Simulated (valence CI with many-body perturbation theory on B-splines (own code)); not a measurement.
**Eu³⁰⁺: electric-dipole lines**

Method: relativistic CI+MBPT: five valence electrons over a frozen Dirac-Fock core [Ar] 3d10, radial functions for each j: 11 s, 11 p, 10 d, 8 f, 5 g, 2 h, with the one-electron correlation potential Σ1 (screened to all orders), the two-electron term Σ2, the three-electron term Σ3, Breit, model QED; selected single and double excitations, second order for the rest, scaled by the run's own slope (own B-spline code, finite nucleus).

No measured spectrum was set against this ion. As an estimate, large intervals hold to a few tenths of a per cent, small ones and those within an open d or f shell to about a per cent. Among the levels kept, up to 2000 cm⁻¹ of a level comes from second order outside the variational space, and about a tenth of that is noise between levels of different J, which matters for small intervals.

Lines 151 to 200 of 551 in falling wavelength, among levels below 2727100 cm⁻¹, chosen from the strongest by gf and those to the six lowest levels. Wavelengths and rates use the calculated energies. Electric multipoles are in the length gauge, E1 and E2 with the static RPA response of the core. Weak lines are less certain than strong ones. Lines between different terms over intervals too small for the method are left out, as are lines whose strength nearly cancels. Where a level lies close to another of its J and parity, the split of strength between their lines is uncertain. The highest levels of a list are the least certain.

Levels are named by their leading jj configuration (3d3/2^4 stands for four electrons in 3d with j = 3/2), which in mixed levels can hold well under half, so a name can repeat and another be missing. Letters in brackets count levels of one name in rising energy.

```csv
λ vac (Å),Upper,Lower,A (s⁻¹),log gf,Branch %
97.65,(4s^2 4p3/2 4d5/2^2) J=7/2,(4s^2 4p3/2^2 4d3/2) J=7/2,2.09e+10,-0.62,4.7
97.59,(4s^2 4p3/2 4d3/2^2) J=7/2,(4s^2 4p3/2^2 4d5/2) J=9/2,2.79e+10,-0.50,2.6
97.52,(4s^2 4p1/2 4d3/2 4d5/2) J=7/2 [b],(4s^2 4p1/2 4p3/2 4d5/2) J=5/2 [b],1.69e+10,-0.72,2.9
97.21,(4s 4p1/2^2 4p3/2 4d5/2) J=5/2 [a],(4s 4p1/2^2 4p3/2^2) J=5/2,5.91e+10,-0.30,58.6
97.03,(4s 4p1/2 4p3/2^2 4d5/2) J=7/2 [e],(4s^2 4p1/2 4p3/2 4d5/2) J=7/2 [a],1.68e+10,-0.72,8.3
97.02,(4s 4p1/2 4p3/2^2 4d5/2) J=5/2 [e],(4s^2 4p1/2 4p3/2 4d3/2) J=7/2,5.67e+10,-0.32,14.2
96.98,(4s^2 4p1/2 4p3/2 4f7/2) J=9/2 [a],(4s^2 4p1/2 4p3/2 4d5/2) J=7/2 [b],1.66e+10,-0.63,4.4
96.80,(4s^2 4p1/2 4p3/2 4f5/2) J=5/2 [b],(4s^2 4p1/2 4p3/2 4d5/2) J=5/2 [c],3.08e+10,-0.59,6.1
96.74,(4s 4p1/2^2 4p3/2 4d5/2) J=1/2,(4s 4p1/2^2 4p3/2^2) J=1/2,9.57e+10,-0.57,76.3
96.70,(4s 4p1/2^2 4p3/2 4d3/2) J=5/2 [b],(4s 4p1/2^2 4p3/2^2) J=5/2,1.54e+10,-0.89,23.5
96.60,(4s 4p1/2 4p3/2^2 4d5/2) J=5/2 [d],(4s^2 4p1/2 4p3/2 4d3/2) J=5/2,3.22e+10,-0.57,11.2
96.58,(4s^2 4p1/2 4p3/2 4f5/2) J=5/2 [a],(4s^2 4p1/2 4p3/2 4d5/2) J=7/2 [b],1.19e+11,0.00,23.8
96.45,(4s^2 4p3/2 4d3/2^2) J=7/2,(4s^2 4p3/2^2 4d5/2) J=7/2,2.01e+10,-0.65,1.9
96.22,(4s^2 4p1/2 4d3/2 4d5/2) J=7/2 [a],(4s 4p1/2 4p3/2^3) J=5/2,1.51e+10,-0.78,13.6
96.03,(4s^2 4p3/2^2 4d3/2) J=3/2 [b],(4s^2 4p3/2^3) J=3/2,2.14e+10,-0.93,3.8
96.02,(4s^2 4p1/2 4p3/2 4d5/2) J=5/2 [a],(4s^2 4p1/2 4p3/2^2) J=3/2,5.23e+10,-0.36,11.4
95.88,(4s^2 4p1/2^2 4d5/2) J=5/2,(4s^2 4p1/2^2 4p3/2) J=3/2,1.14e+11,-0.02,98.6
95.72,(4s^2 4p1/2 4d3/2 4d5/2) J=5/2,(4s^2 4p1/2 4p3/2 4d3/2) J=3/2 [b],2.25e+10,-0.73,3.4
95.54,(4s^2 4p3/2^2 4f5/2) J=9/2,(4s^2 4p3/2^2 4d5/2) J=9/2,4.43e+10,-0.22,10.2
95.44,(4s^2 4p1/2 4d5/2^2) J=5/2,(4s^2 4p1/2 4p3/2 4d5/2) J=7/2 [b],6.73e+10,-0.26,13.2
95.40,(4s^2 4p1/2 4p3/2 4f7/2) J=7/2 [b],(4s^2 4p1/2 4p3/2 4d5/2) J=5/2 [c],1.63e+10,-0.75,3.1
95.36,(4s^2 4p3/2 4d3/2 4d5/2) J=7/2 [b],(4s^2 4p3/2^2 4d3/2) J=7/2,8.48e+10,-0.03,13.7
95.30,(4s^2 4p1/2 4p3/2 4d5/2) J=5/2 [b],(4s^2 4p1/2 4p3/2^2) J=5/2,1.32e+11,0.03,32.3
95.27,(4s 4p1/2 4p3/2^2 4d5/2) J=1/2 [a],(4s 4p1/2 4p3/2^3) J=3/2 [a],1.21e+11,-0.48,65.5
95.25,(4s^2 4p1/2 4p3/2 4d3/2) J=3/2 [b],(4s^2 4p1/2 4p3/2^2) J=3/2,5.59e+10,-0.52,10.4
95.20,(4s 4p1/2 4p3/2^2 4d3/2) J=3/2 [a],(4s 4p1/2^2 4p3/2^2) J=1/2,4.55e+10,-0.61,26.5
95.20,(4s^2 4p1/2 4p3/2 4f7/2) J=7/2 [a],(4s^2 4p1/2 4p3/2 4d5/2) J=7/2 [b],2.31e+10,-0.60,6.4
95.16,(4s 4p1/2 4p3/2^2 4d5/2) J=5/2 [f],(4s^2 4p1/2 4p3/2 4d3/2) J=7/2,2.66e+10,-0.66,10.3
95.14,(4s^2 4p1/2 4p3/2 4f7/2) J=9/2 [b],(4s^2 4p1/2 4p3/2 4d5/2) J=7/2 [b],2.70e+10,-0.44,6.7
95.00,(4s^2 4p1/2 4d5/2^2) J=9/2,(4s^2 4p1/2 4p3/2 4d5/2) J=9/2,4.46e+10,-0.22,46.0
94.98,(4s 4p1/2 4p3/2^2 4d3/2) J=3/2 [f],(4s 4p1/2 4p3/2^3) J=3/2 [b],7.01e+10,-0.42,10.9
94.96,(4s^2 4p1/2 4d5/2^2) J=3/2,(4s^2 4p1/2 4p3/2 4d5/2) J=3/2 [a],7.23e+10,-0.41,12.5
94.96,(4s^2 4p1/2 4d3/2 4d5/2) J=5/2,(4s^2 4p1/2 4p3/2 4d5/2) J=5/2 [a],2.84e+10,-0.64,4.3
94.85,(4s^2 4p3/2 4d3/2 4d5/2) J=5/2 [c],(4s^2 4p3/2^2 4d3/2) J=3/2 [a],5.58e+10,-0.35,8.6
94.83,(4s^2 4p1/2 4d5/2^2) J=7/2,(4s^2 4p1/2 4p3/2 4d5/2) J=9/2,3.66e+10,-0.40,18.4
94.82,(4s^2 4p3/2 4d3/2 4d5/2) J=1/2,(4s^2 4p3/2^2 4d3/2) J=3/2 [a],1.21e+11,-0.49,15.7
94.82,(4s 4p1/2^2 4p3/2 4d5/2) J=3/2 [b],(4s 4p1/2^2 4p3/2^2) J=1/2,7.08e+10,-0.42,32.9
94.67,(4s 4p1/2 4p3/2^2 4d5/2) J=3/2 [b],(4s 4p1/2 4p3/2^3) J=5/2,8.12e+10,-0.36,15.9
94.66,(4s 4p1/2 4p3/2^2 4d5/2) J=5/2 [h],(4s 4p1/2 4p3/2^3) J=3/2 [b],7.92e+10,-0.19,16.6
94.63,(4s^2 4p1/2 4d5/2^2) J=1/2,(4s^2 4p1/2 4p3/2 4d5/2) J=1/2,8.73e+10,-0.63,15.4
94.61,(4s^2 4p1/2 4d5/2^2) J=5/2,(4s^2 4p1/2 4p3/2 4d5/2) J=3/2 [a],3.98e+10,-0.49,7.8
94.57,(4s 4p1/2 4p3/2^2 4d3/2) J=3/2 [b],(4s 4p1/2^2 4p3/2^2) J=3/2,7.55e+10,-0.39,39.7
94.48,(4s^2 4p1/2 4p3/2 4f5/2) J=5/2 [a],(4s^2 4p1/2 4p3/2 4d5/2) J=5/2 [b],3.95e+10,-0.50,7.9
94.41,(4s^2 4p3/2 4d5/2^2) J=7/2,(4s^2 4p3/2^2 4d5/2) J=9/2,2.40e+11,0.41,53.8
94.30,(4s^2 4p3/2 4d3/2 4d5/2) J=1/2,(4s^2 4p3/2^2 4d3/2) J=1/2,8.45e+10,-0.65,10.9
94.20,(4s^2 4p3/2 4d3/2^2) J=3/2 [b],(4s^2 4p3/2^2 4d3/2) J=5/2,8.89e+10,-0.33,9.3
94.06,(4s^2 4p1/2 4p3/2 4d5/2) J=3/2 [a],(4s^2 4p1/2 4p3/2^2) J=5/2,2.13e+11,0.05,42.9
94.04,(4s^2 4p1/2 4p3/2 4f7/2) J=5/2 [a],(4s^2 4p1/2 4p3/2 4d5/2) J=5/2 [c],7.00e+10,-0.25,14.8
93.97,(4s^2 4p1/2 4p3/2 4d5/2) J=3/2 [b],(4s^2 4p1/2 4p3/2^2) J=1/2,1.68e+11,-0.05,78.3
93.72,(4s^2 4p1/2 4d5/2^2) J=3/2,(4s^2 4p1/2 4p3/2 4d5/2) J=5/2 [b],5.97e+10,-0.50,10.3
```
